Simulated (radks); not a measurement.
All-electron atom: C II in [He] 2s1 2p1 3s1 (not the ground configuration).

All-electron calculation, Dirac Kohn-Sham, PBE, spin-unpolarised, spherical densities, finite nucleus; open shells are shared between the two j in proportion to 2j + 1; Fermi nuclear charge, rms radius 2.4702 fm. Program: a radial shooting solver on a logarithmic mesh with Libxc functionals.

Energy parts (hartree):
total: -36.53001
kinetic: 36.46968
electron-nucleus: -81.87070
Hartree: 13.33641
exchange-correlation: -4.46540

Orbitals (lengths in bohr, moments of r in powers of bohr):
orbital      occ.  eigenvalue (hartree)     <r>  small-component weight
1s1/2           2             -11.02674  0.2701                4.26e-04
2s1/2           1              -1.20486   1.381                5.75e-05
2p1/2    0.333333              -0.88786   1.356                4.91e-05
2p3/2    0.666667              -0.88732   1.356                4.91e-05
3s1/2           1              -0.28549   4.162                1.22e-05
3p1/2           0              -0.22010   4.560                1.04e-05
3p3/2           0              -0.22003   4.562                1.04e-05
3d3/2           0              -0.15229   4.776                7.57e-06
3d5/2           0              -0.15229   4.777                7.57e-06

The highest occupied level is 3s1/2 at -7.769 eV. The density falls to 0.001 e/bohr^3 at r = 4.56 bohr. The electron density at the nucleus is 129.1 e/bohr^3. Summed over all electrons, <r^2> = 24.37 bohr^2, which gives a Langevin (diamagnetic) susceptibility term of -19.3 x 10^-6 cm^3/mol.
